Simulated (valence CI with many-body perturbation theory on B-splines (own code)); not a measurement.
Values are calculated unless marked as measured or tabulated.
# Sensitivity of CI+MBPT for Rh14+

Level of theory: valence CI with perturbative core correlation (CI+MBPT): three valence electrons over a frozen Dirac-Fock core [Ar] 3d10, a basis of 6 s, 6 p, 5 d, 3 f, 1 g functions for each j, with the one-electron correlation potential Σ1, the two-electron term Σ2, the three-electron term Σ3, Breit, model QED; selected CI, second order for the rest, scaled by the run's own slope (own B-spline code, finite nucleus).

No measured levels were compared; by estimate levels hold to about 250 cm⁻¹ or 0.2 % of their energy and the worst to 1 %, as in measured heavy ions of charge 2 to 7; those with d or f electrons hold less well.

The reference run has the lowest level 4s²4p ²P°_1/2 and an ionisation energy of 332.366 eV. Its largest variational space holds 3133 state functions.

Names give the largest LS component (configuration and term), which can be under half, so a name can repeat, a term be missing and a line seem to break the LS rules; names also repeat where a configuration has a term twice. Letters in brackets count levels of one name in rising energy.

Changed runs:
A. size limit of the variational space 10000 → 1500; second order for the rest on → off
B. lowest core n in screening and Σ2 1 → 1; highest l in the core sums 6 → 5
C. natural orbitals for correlation on → off
D. closed core [Ar] 3d10 → [Ar] 3d10 4s1 (bad on purpose)

Excitation energies of the reference run in cm⁻¹, and shifts in cm⁻¹:

```csv
Level,Reference,A,B,C
4s²4p ²P°_3/2,45571,+18,+5.9,-2.1
4s4p² ⁴P_1/2,245297,-0.4,+48,-396
4s4p² ⁴P_3/2,269339,+12,+52,-481
4s4p² ⁴P_5/2,287399,+15,+53,-392
4s4p² ²D_3/2,330741,+20,+46,+103
4s4p² ²D_5/2,344866,+29,+50,-6.0
4s4p² ²P_1/2,366295,+1.5,+47,+575
4s4p² ²S_1/2,411476,+1.2,+52,+699
4s4p² ²P_3/2,418927,+34,+52,+463
4s²4d ²D_3/2,528535,+36,-46,+590
4s²4d ²D_5/2,535916,+39,-45,+585
4p³ ⁴S°_3/2 [a],609727,+21,+89,-93
Ionisation energy (eV),332.366,-7.3e-05,+0.010,-0.043
```

Run D: It gave no result: the perturbation theory needs a core of closed shells. The program said: "the core must hold closed shells only".
